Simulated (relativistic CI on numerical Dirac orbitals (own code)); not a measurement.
Energy levels of Er LXIV

These numbers are calculated, not measured: Dirac-Coulomb-Breit CI, separate exchange-only KLI orbitals for each configuration, model QED (radiative potential, 1s self-energy scaled to tabulated hydrogen-like ionisation energies), unscaled Slater integrals (own radial code, finite nucleus).

Configuration list (outside the closed core 1s2): 2s²2p, 2s2p², 2p³, 2p²3s, 2p²3p, 2p²3d, 2s²3s, 2s²3p, 2s²3d, 2s2p3s, 2s2p3p, 2s2p3d, 2s²4s, 2s²4p, 2s²4d, 2s²4f. Levels of other configurations are missing.

The lowest level is 2s²2p ²P°1/2, with 100 % of that term; Hund's rules for 2s²2p give ²P° with J = 1/2, in agreement.

```
No.  Configuration  Term    J   E (Ry)    %  Next component (%)    jj configuration (%)
  1          2s²2p   ²P°  1/2    0.000  100                                 2p1/2 (100)
  2      2s2p²(3P)    ⁴P  1/2   17.303   51               31 ²S        2s 2p1/2^2 (100)
  3          2s²2p   ²P°  3/2   73.312   99           1 2p³ ²P°              2p3/2 (99)
  4      2s2p²(3P)    ⁴P  3/2   85.403   90                7 ²D    2s 2p1/2 2p3/2 (100)
  5      2s2p²(1D)    ²D  5/2   88.272   62               38 ⁴P    2s 2p1/2 2p3/2 (100)
  6      2s2p²(3P)    ²P  1/2   93.073   69               30 ⁴P     2s 2p1/2 2p3/2 (99)
  7      2s2p²(1D)    ²D  3/2   93.225   62               37 ²P    2s 2p1/2 2p3/2 (100)
  8            2p³   ²P°  3/2  111.293   47              27 ²D°              2p3/2 (99)
  9      2s2p²(3P)    ⁴P  5/2  160.055   62               38 ²D        2s 2p3/2^2 (100)
 10      2s2p²(1S)    ²S  1/2  167.326   69               19 ⁴P        2s 2p3/2^2 (100)
 11      2s2p²(3P)    ²P  3/2  167.395   60               31 ²D        2s 2p3/2^2 (100)
 12            2p³   ⁴S°  3/2  181.343   55              45 ²D°     2p1/2 2p3/2^2 (100)
 13            2p³   ²D°  5/2  183.018  100                         2p1/2 2p3/2^2 (100)
 14            2p³   ²P°  1/2  186.827  100                         2p1/2 2p3/2^2 (100)
 15            2p³   ²P°  3/2  257.636   52              28 ²D°           2p3/2^3 (100)
 16          2s²3s    ²S  1/2  641.868   98          1 2p²3s ²S                 3s (98)
 17          2s²3p   ²P°  1/2  647.665   96        1 2s2p3s ²P°              3p1/2 (96)
 18         2s2p3s   ⁴P°  1/2  653.438   85              13 ²P°        2s 2p1/2 3s (98)
 19         2s2p3s   ⁴P°  3/2  655.324   59              40 ²P°        2s 2p1/2 3s (99)
 20         2s2p3s   ²P°  1/2  657.391   95               4 ⁴P°        2s 2p1/2 3s (99)
 21         2s2p3p    ⁴D  1/2  658.316   72               22 ²P    2s 2p1/2 3p1/2 (100)
 22         2s2p3p    ⁴D  3/2  660.279   40               33 ²D     2s 2p1/2 3p1/2 (99)
 23         2s2p3p    ⁴P  1/2  663.256   46               30 ²S     2s 2p1/2 3p1/2 (99)
 24          2s²3p   ²P°  3/2  669.367   97         1 2p²3p ²P°              3p3/2 (97)
 25          2s²3d    ²D  3/2  673.313   98          1 2p²3d ²D              3d3/2 (98)
 26      2p²(3P)3s    ⁴P  1/2  674.288   43               29 ²S         2p1/2^2 3s (93)
 27      2p²(1S)3p   ²P°  1/2  678.979   44              37 ⁴D°      2p1/2^2 3p1/2 (95)
 28          2s²3d    ²D  5/2  679.157   95         1 2s2p3p ²D              3d5/2 (95)
 29         2s2p3p    ⁴P  3/2  680.791   31               27 ⁴D    2s 2p1/2 3p3/2 (100)
 30         2s2p3p    ⁴D  5/2  683.057   43               38 ²D     2s 2p1/2 3p3/2 (96)
 31         2s2p3p    ²D  3/2  683.252   43               23 ²P     2s 2p1/2 3p3/2 (99)
 32         2s2p3p    ²P  1/2  683.751   44               26 ²S     2s 2p1/2 3p3/2 (95)
 33         2s2p3d   ⁴F°  3/2  683.880   70              16 ²D°    2s 2p1/2 3d3/2 (100)
 34         2s2p3d   ⁴F°  5/2  686.018   44              30 ²F°     2s 2p1/2 3d3/2 (98)
 35         2s2p3d   ²P°  3/2  687.294   29              25 ⁴D°     2s 2p1/2 3d3/2 (98)
 36         2s2p3d   ⁴D°  1/2  687.655   53              38 ²P°     2s 2p1/2 3d3/2 (97)
 37         2s2p3d   ⁴P°  5/2  690.586   34              30 ⁴D°     2s 2p1/2 3d5/2 (99)
 38         2s2p3d   ²F°  7/2  692.598   39              37 ⁴F°    2s 2p1/2 3d5/2 (100)
 39         2s2p3d   ²F°  5/2  693.447   49              25 ²D°     2s 2p1/2 3d5/2 (99)
 40         2s2p3d   ²P°  3/2  693.491   39              38 ²D°     2s 2p1/2 3d5/2 (96)
 41      2p²(1S)3p   ²P°  3/2  701.803   33              20 ⁴D°      2p1/2^2 3p3/2 (96)
 42      2p²(1S)3d    ²D  3/2  704.685   41               32 ⁴F      2p1/2^2 3d3/2 (98)
 43      2p²(1S)3d    ²D  5/2  711.477   34               18 ⁴D      2p1/2^2 3d5/2 (98)
 44         2s2p3s   ⁴P°  5/2  726.936  100                           2s 2p3/2 3s (100)
 45         2s2p3s   ²P°  3/2  728.773   76              23 ⁴P°       2s 2p3/2 3s (100)
 46         2s2p3p    ⁴P  3/2  733.313   46               26 ⁴S    2s 2p3/2 3p1/2 (100)
 47         2s2p3p    ²D  5/2  733.478   44               37 ⁴D    2s 2p3/2 3p1/2 (100)
 48         2s2p3s   ²P°  1/2  733.586   90               9 ⁴P°        2s 2p3/2 3s (99)
 49         2s2p3s   ²P°  3/2  734.003   82              17 ⁴P°        2s 2p3/2 3s (99)
 50         2s2p3p    ²P  1/2  739.357   49               28 ²S     2s 2p3/2 3p1/2 (98)
 51         2s2p3p    ²D  3/2  739.474   62               21 ²P     2s 2p3/2 3p1/2 (99)
 52      2p²(3P)3s    ⁴P  3/2  745.588   85               12 ²P     2p1/2 2p3/2 3s (98)
 53      2p²(3P)3s    ²P  1/2  746.265   65               32 ⁴P     2p1/2 2p3/2 3s (96)
 54      2p²(1D)3s    ²D  5/2  746.861   63               34 ⁴P     2p1/2 2p3/2 3s (97)
 55      2p²(1D)3s    ²D  3/2  747.495   63               32 ²P     2p1/2 2p3/2 3s (98)
 56      2p²(3P)3p   ⁴P°  1/2  749.864   48              28 ⁴D°  2p1/2 2p3/2 3p1/2 (99)
 57      2p²(3P)3p   ⁴D°  3/2  750.315   55              22 ²D°  2p1/2 2p3/2 3p1/2 (99)
 58      2p²(1D)3p   ²F°  5/2  751.299   49              30 ²D°  2p1/2 2p3/2 3p1/2 (99)
 59         2s2p3p    ⁴D  7/2  753.515  100                        2s 2p3/2 3p3/2 (100)
 60      2p²(1D)3p   ²P°  3/2  754.395   42              26 ²D°  2p1/2 2p3/2 3p1/2 (99)
 61         2s2p3p    ²P  3/2  754.398   54               32 ⁴S     2s 2p3/2 3p3/2 (98)
 62         2s2p3p    ⁴P  5/2  755.696   52               43 ²D     2s 2p3/2 3p3/2 (98)
 63         2s2p3p    ²S  1/2  756.075   48               39 ²P     2s 2p3/2 3p3/2 (97)
 64         2s2p3d   ⁴D°  5/2  758.405   45              21 ²D°     2s 2p3/2 3d3/2 (98)
 65         2s2p3d   ⁴D°  3/2  758.805   42              41 ⁴P°     2s 2p3/2 3d3/2 (98)
 66         2s2p3d   ⁴F°  7/2  758.944   47              36 ²F°     2s 2p3/2 3d3/2 (95)
 67         2s2p3d   ⁴P°  1/2  759.093   83              14 ⁴D°     2s 2p3/2 3d3/2 (99)
 68         2s2p3p    ²D  5/2  760.254   73               15 ⁴D     2s 2p3/2 3p3/2 (99)
 69         2s2p3p    ²P  3/2  761.487   58               29 ²D     2s 2p3/2 3p3/2 (99)
 70         2s2p3p    ²S  1/2  761.769   61               24 ²P     2s 2p3/2 3p3/2 (99)
```

Energies count from the lowest computed level; ° marks odd parity. Percentages are summed over parent terms; the parents shown are those of the largest component, closed shells are left out there. Filled j subshells are mostly left out of the jj labels.

The mean weight of the leading LS term, summed over parents, in these 70 levels is 62 %, and that of the leading jj configuration (from the same eigenvectors) 98 %, so jj coupling describes them better and the LS labels are nominal.

At this charge energies of transitions that change n are usually good to better than 1 %, and those within a shell (Δn = 0) to a few per cent.

LS names give the leading component of a level, which can be under half, so a name can repeat, a term be missing and a line seem to break the LS rules.
